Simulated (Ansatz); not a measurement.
Ansatz (a quantum-chemistry and plane-wave program) input (wB97X-V/def2-TZVPD):

Ansatz 0.2 input:
```yaml
crystal:
  periodic: [false, false, false]
  atoms:
    - {symbol: Si, position_ang: [-0.79155358, -0.16882426, -0.21324559]}
    - {symbol: C, position_ang: [-1.82729973, 1.16366459, -1.02259100]}
    - {symbol: C, position_ang: [-1.67768286, -0.85159145, 1.28723229]}
    - {symbol: N, position_ang: [0.77406011, 0.46965393, 0.21546374]}
    - {symbol: Si, position_ang: [2.33641140, -0.19715231, -0.11535632]}
    - {symbol: H, position_ang: [-0.52459944, -1.27086284, -1.16978132]}
    - {symbol: H, position_ang: [-2.81018615, 0.77855923, -1.30372869]}
    - {symbol: H, position_ang: [-1.34239658, 1.54690150, -1.92208293]}
    - {symbol: H, position_ang: [-1.98656754, 2.00366286, -0.34109733]}
    - {symbol: H, position_ang: [-2.64192911, -1.28561124, 1.01099131]}
    - {symbol: H, position_ang: [-1.08105650, -1.62869561, 1.76855676]}
    - {symbol: H, position_ang: [-1.86322839, -0.06631864, 2.02433245]}
    - {symbol: H, position_ang: [0.77868666, 1.39227683, 0.63111574]}
    - {symbol: H, position_ang: [3.26443058, 0.17117832, 0.99527431]}
    - {symbol: H, position_ang: [2.19031186, -1.67743501, -0.18924730]}
basis:
  gaussian:
    orbitals: def2-TZVPD
hamiltonian:
  xc: {name: wB97X-V}
magnetization: {spin_polarized: true, initial_magnetization: 1}
output: {forces: true}
```

End of the output:

```
integrals: 0.39 GiB planned
1605 factors; their error is unknown
integrals: 0.43 GiB planned
626 factors; integrals over basis functions are off by at most 8.2e-6 eV
0.47 GiB of the device are held for the grids
2.33 GiB of device memory are held for the factors and their scratch space
mean field: 3.11 GiB planned
mean field evaluation 1: about -19473.3702 eV, gradient 4.5e1 eV
mean field evaluation 2: about -19474.9574 eV, gradient 4.0e1 eV
mean field evaluation 4: about -19481.4607 eV, gradient 1.8e0 eV
mean field evaluation 8: about -19481.4964 eV, gradient 1.3e-1 eV
mean field evaluation 16: about -19481.4800 eV, gradient 5.4e-4 eV
mean field -19481.47999708 eV, -715.9311848711 hartree, gradient 7.5e-5 eV, S^2 0.752641; 0 other end points of the search recorded, 0 dependent functions left out
the calculation of the forces begins
reference -19481.47999491 eV, -715.9311847914 hartree; 29, 28 occupied and 258, 259 virtual orbitals, 1605 factors
Total energy: -19481.47999491 eV, -715.9311847914 hartree
Atom 0 at    -0.791554    -0.168824    -0.213246 Å, force    -0.019685     0.053047     0.052171 eV/Å
Atom 1 at    -1.827300     1.163665    -1.022591 Å, force     0.048321    -0.062381     0.044879 eV/Å
Atom 2 at    -1.677683    -0.851591     1.287232 Å, force     0.032079     0.039150    -0.077807 eV/Å
Atom 3 at     0.774060     0.469654     0.215464 Å, force     0.065647    -0.022595    -0.030270 eV/Å
Atom 4 at     2.336411    -0.197152    -0.115356 Å, force    -0.107752     0.026318     0.050276 eV/Å
Atom 5 at    -0.524599    -1.270863    -1.169781 Å, force     0.019514    -0.071663    -0.060704 eV/Å
Atom 6 at    -2.810186     0.778559    -1.303729 Å, force    -0.070555    -0.033717    -0.018794 eV/Å
Atom 7 at    -1.342397     1.546901    -1.922083 Å, force     0.040117     0.024919    -0.068470 eV/Å
Atom 8 at    -1.986568     2.003663    -0.341097 Å, force    -0.008928     0.060560     0.054707 eV/Å
Atom 9 at    -2.641929    -1.285611     1.010991 Å, force    -0.067735    -0.031000    -0.022782 eV/Å
Atom 10 at    -1.081057    -1.628696     1.768557 Å, force     0.048176    -0.062185     0.034442 eV/Å
Atom 11 at    -1.863228    -0.066319     2.024332 Å, force    -0.011571     0.063530     0.053048 eV/Å
Atom 12 at     0.778687     1.392277     0.631116 Å, force     0.006602     0.034672     0.019277 eV/Å
Atom 13 at     3.264431     0.171178     0.995274 Å, force     0.018902     0.012326    -0.009222 eV/Å
Atom 14 at     2.190312    -1.677435    -0.189247 Å, force     0.006869    -0.030982    -0.020752 eV/Å
Dipole moment:    -0.281595     0.215752     0.129723 e Å
```

It need not be the lowest isomer of its formula.
